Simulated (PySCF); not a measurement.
Perfluorobutane, C₄F₁₀.
Structure used (GFN2-xTB), in Å, numbered top down from 1:
```xyz
14
C4F10 angstrom
F      2.401    1.347   -1.001
C      1.354    0.983   -0.277
F      0.524    2.019   -0.198
F      1.774    0.690    0.947
C      0.639   -0.234   -0.944
F      0.030    0.193   -2.064
F      1.574   -1.124   -1.312
C     -0.400   -0.965   -0.039
F      0.238   -1.535    0.997
F     -0.960   -1.953   -0.755
C     -1.539   -0.057    0.524
F     -1.072    0.723    1.493
F     -2.509   -0.805    1.025
F     -2.055    0.718   -0.423
```

The calculation used PBE0/pcSseg-1 in PySCF (dipole) on a GFN2-xTB geometry, gas phase.

Masses are those of the commonest isotopes; rigid-rotor values at the optimised geometry. The values belong to one conformer with, in the numbering `[F:1][C:2]([F:3])([F:4])[C:5]([F:6])([F:7])[C:8]([F:9])([F:10])[C:11]([F:12])([F:13])[F:14]`, C2–C5–C8–F9 -65°.

Question: Give the principal moments of inertia and the rotational constants in MHz.

Answer: Ia = 485.59, Ib = 799.79, Ic = 901.87 u·Å²; 505379 MHz·u·Å²/I gives A = 1041, B = 631.9, C = 560.4 MHz.

Question: What kind of rotor is it?

Answer: An asymmetric top: κ = (2 × 631.9 − 1041 − 560.4)/(1041 − 560.4) = -0.70.

Question: Is it planar, by Δ = Ic − Ia − Ib?

Answer: Not planar: Δ = Ic − Ia − Ib = -383.51 u·Å². For a rigid frame Δ = −2 Σ m c², so Σ m c² = 191.76 u·Å² lies off the ab plane. The atom farthest from that plane is 1.62 Å away.

Question: Give the other two planar moments, Paa and Pbb, and the rms extents of the mass along the axes.

Answer: Paa = Σ m a² = (Ib + Ic − Ia)/2 = 608.03 and Pbb = Σ m b² = (Ia + Ic − Ib)/2 = 293.83 u·Å². With the mass M = 237.98 u, the rms extents √(P/M) along a, b and c are 1.60, 1.11, 0.90 Å.

Question: List the rotational levels J(Ka,Kc) to J = 5 (MHz).

Answer: Above 0(0,0):
J = 1: 1(0,1) 1192, 1(1,1) 1601, 1(1,0) 1673
J = 2: 2(0,2) 3568, 2(1,2) 3914, 2(1,1) 4129, 2(2,1) 5355, 2(2,0) 5364
J = 3: 3(0,3) 7111, 3(1,3) 7379, 3(1,2) 7807, 3(2,2) 8932, 3(2,1) 8974, 3(3,1) 11160, 3(3,0) 11161
J = 4: 4(0,4) 11801, 4(1,4) 11989, 4(1,3) 12700, 4(2,3) 13694, 4(2,2) 13816, 4(3,2) 15945, 4(3,1) 15949, 4(4,1) 19043, 4(4,0) 19043
J = 5: 5(0,5) 17619, 5(1,5) 17740, 5(1,4) 18795, 5(2,4) 19637, 5(2,3) 19901, 5(3,3) 21929, 5(3,2) 21947, 5(4,2) 25024, 5(4,1) 25024, 5(5,1) 29008, 5(5,0) 29008
The levels of one J sum to (2J + 1)J(J + 1)(A + B + C)/3.

The dipole components are |μa| = 0.00 D, |μb| = 0.09 D, |μc| = 0.00 D.

Question: Estimate the classical rotational partition function at 10 K, 50 K and 100 K.

Answer: Point group C2, symmetry number σ = 2; q = (√π/σ)·√((kT/h)³/(ABC)), k/h = 20836.6 MHz/K: 4390 at 10 K, 49100 at 50 K, 139000 at 100 K.

Whether it is a minimum is left open (no frequencies). These are rigid-rotor constants of the computed structure; measured ground-state constants (B0) also hold zero-point vibration.
